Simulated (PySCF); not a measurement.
C2H6N2OSi, SMILES CN[SiH2]N=C=O.

Coordinates come from a B3LYP-D3(BJ)/def2-SVP optimisation. This is a generated structure with no PubChem entry under its InChIKey; it may be hypothetical. The values are those of a single conformer.

Level of theory: PySCF 2.14.0 with B3LYP-D3(BJ)/def2-SVP.

Frequencies are harmonic and unscaled.

Computed vibrational spectrum:
```csv
mode,ν (cm⁻¹),IR (km/mol),moving atoms (share of kinetic energy)
1,39,0.3,"O 33 %, C 31 %, N 17 %, H 13 %"
2,59,0.3,"N 59 %, O 21 %, H 18 %"
3,101,1.8,"N 54 %, H 19 %, C 17 %"
4,133,2.3,H 90 %
5,242,2.0,"H 42 %, N 31 %, C 21 %"
6,324,12.1,"N 57 %, Si 18 %, H 15 %"
7,448,84.6,"H 82 %, N 14 %"
8,571,129.1,"Si 49 %, O 23 %, C 12 %, N 8 %"
9,612,16.8,"C 73 %, O 15 %, N 10 %"
10,617,28.3,"C 72 %, O 15 %, N 13 %"
11,646,79.4,"H 58 %, Si 26 %, C 8 %"
12,777,31.8,"H 48 %, N 24 %, Si 19 %, C 9 %"
13,827,27.3,"H 78 %, N 15 %"
14,932,243.8,"H 86 %, Si 13 %"
15,932,298.2,H 92 %
16,1102,6.8,"H 81 %, C 11 %"
17,1141,0.3,"H 76 %, C 19 %"
18,1152,106.6,"N 45 %, C 34 %, H 19 %"
19,1402,48.4,"H 67 %, N 22 %, C 10 %"
20,1454,9.8,"H 87 %, C 13 %"
21,1466,9.1,H 95 %
22,1498,6.0,H 94 %
23,1513,27.6,"N 54 %, O 40 %"
24,2253,131.8,H 97 %
25,2260,144.1,H 96 %
26,2447,1444.9,"C 69 %, N 19 %, O 11 %"
27,2987,74.6,H 96 %
28,3058,37.4,"H 91 %, C 9 %"
29,3099,21.2,"H 91 %, C 9 %"
30,3588,21.7,H 93 %
```
